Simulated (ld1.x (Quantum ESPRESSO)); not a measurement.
Al (Z = 13): one change to a TM potential, before and after

```json
{"Element": "Al (Z = 13)", "Generator": "ld1.x (Quantum ESPRESSO) 7.5", "Type": "norm-conserving Troullier–Martins (Kleinman–Bylander form)", "Functional": "PBE", "Relativity": "scalar-relativistic", "Frozen core": "[Ne]", "Valence charge": "3", "Reference configuration": "3s1.75 3p1.25", "Partial waves": "3p (bound): rc 1.75 bohr; 3d channel at 0.25 Ry: rc 1.40 bohr; 3s (bound): rc 1.45 bohr", "Local potential": "the s channel", "Core correction": "a·sin(br)/r model core inside 0.85 bohr"}
```

Change: local potential all-electron potential smoothed inside 1.40 bohr (lloc = -1).

Cutoffs: the cutoffs (Ry, on a coarse ladder) from which the occupation-weighted sum of valence levels, in a spherical-Bessel basis at the reference potential, stays within 10 and 1 mRy of its value at 400 Ry; they do not see the model core or the augmentation charge, which bear on the density cutoff. Errors are all-electron minus pseudo energies relative to the spin-unpolarised reference configuration.

**Question.** Predict the effect on cutoff, ghosts and configuration errors.

**Answer.** The potential gets neither clearly harder nor softer (30 Ry and 70 Ry → 30 Ry and 70 Ry); of the 7 tests that both files solve, the error grows in 2 and shrinks in 0 by more than 15 % and 0.3 meV (median size 0.4 → 0.5 meV); the range in which the s phases agree narrows (upper end 1.4 → 0.1); neither file shows a bound ghost.

| quantity | base | changed |
| --- | --- | --- |
| cutoff, loose | 30 Ry | 30 Ry |
| cutoff, tight | 70 Ry | 70 Ry |
| loose cutoff by channel (10 mRy a level) | p 6 Ry, s 30 Ry | s 25 Ry, p 6 Ry |
| bound ghosts | none | none |
| error for 3s2 3p1, meV [ΔE -1.27 eV] | 0.0 | +0.1 |
| error for 3s2 3p0, meV [ΔE 4.49 eV] | +1.1 | +2.2 |
| error for 3s1 3p0, meV [ΔE 23.72 eV] | +14 | +35 |
| error for 3s1 3p2, meV [ΔE 3.87 eV] | -0.2 | -0.1 |
| error for 3s2 3p0.5, meV [ΔE 0.82 eV] | -0.1 | -0.1 |
| error for 3s2 3p1.3, meV [ΔE -1.84 eV] | +0.4 | +0.5 |
| error for 3s1 3p1, meV [ΔE 10.30 eV] | +7.0 | +7.9 |
| s: phases at 1.90 bohr within 0.05 rad from the reference energy up to (Ry; the scan ends near 5) | 1.4 | 0.1 |
| p: phases at 1.90 bohr within 0.05 rad from the reference energy up to (Ry; the scan ends near 5) | 0.5 | 0.7 |
| d: phases at 1.90 bohr within 0.05 rad from the reference energy up to (Ry; the scan ends near 5) | to the end of the scan | to the end of the scan |
